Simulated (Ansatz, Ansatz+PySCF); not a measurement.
```yaml
atoms:
  - { symbol: S, position_ang: [-0.0439, 0.1226, -0.0178] }
  - { symbol: O, position_ang: [1.3696, 0.0520, 0.0582] }
  - { symbol: O, position_ang: [-0.6977, 1.2208, -0.0669] }
  - { symbol: O, position_ang: [-0.6406, -1.2916, 0.0328] }
```

Basis set: def2-SVP (spherical functions). Correlated methods keep 8 orbitals frozen. Charge 0, multiplicity 1.

Computed with Ansatz (development build ahead of 0.2.0); each method stands on the lowest determinant of its kind that the runs found. Restricted open shells among the atoms or ions are ROHF, correlated in semicanonical orbitals with singles.

**Question.** Give the atomization energy at this shape (free ground-state atoms in the same class of orbitals less the molecule, no zero-point energy) of singlet SO₃ by RHF-MP2, RHF.

**Answer.**

| method | atomization energy |
| --- | --- |
| RHF-MP2 | 1040.6 kJ/mol |
| RHF | 292.2 kJ/mol |

Caution: no unrestricted run beside it, a lower state can exist; the shape is not the minimum.
